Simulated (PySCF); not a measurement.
SMILES O(/C=C\B(O)O)C (C3H7BO3), GFN2-xTB optimised geometry.

```
14

C      1.85     1.83     0.03
O      0.91     0.79     0.01
C      1.42    -0.48     0.01
C      0.65    -1.57     0.00
B     -0.92    -1.57     0.00
O     -1.66    -0.43     0.00
O     -1.56    -2.76     0.00
H      1.29     2.76     0.01
H      2.46     1.80     0.94
H      2.51     1.79    -0.84
H      2.51    -0.53     0.01
H      1.17    -2.52     0.00
H     -1.14     0.37     0.00
H     -2.51    -2.67     0.00
```

Density from CAM-B3LYP/def2-TZVP in PySCF at that geometry.

Minimum of the electron density along straight lines between bonded atoms, close to the bond critical point (lines longer than 1.1 times the sum of covalent radii, or with two minima, are not listed):

```csv
bond,length / Å,ρ at the minimum / e bohr⁻³,∇²ρ there / e bohr⁻⁵,position (fraction from the first atom)
C1–O2,1.408,0.261,-0.54,0.35
O2–C3,1.366,0.289,-0.57,0.66
C3–C4,1.333,0.354,-1.11,0.54
C4–B5,1.569,___,___,0.67
B5–O6,1.361,0.212,0.89,0.33
B5–O7,1.354,0.215,0.93,0.33
C1–H8,1.089,0.288,-1.04,0.65
C1–H9,1.095,0.284,-1.00,0.65
C1–H10,1.095,0.284,-1.00,0.65
C3–H11,1.087,0.290,-1.06,0.65
C4–H12,1.079,0.284,-1.00,0.64
O6–H13,0.958,0.360,-2.52,0.81
O7–H14,0.958,0.361,-2.48,0.81
```

Problem. Some entries are withheld; supply them.

Solution. 
- C4–B5, ρ at the minimum / e bohr⁻³: 0.187
- C4–B5, ∇²ρ there / e bohr⁻⁵: -0.28
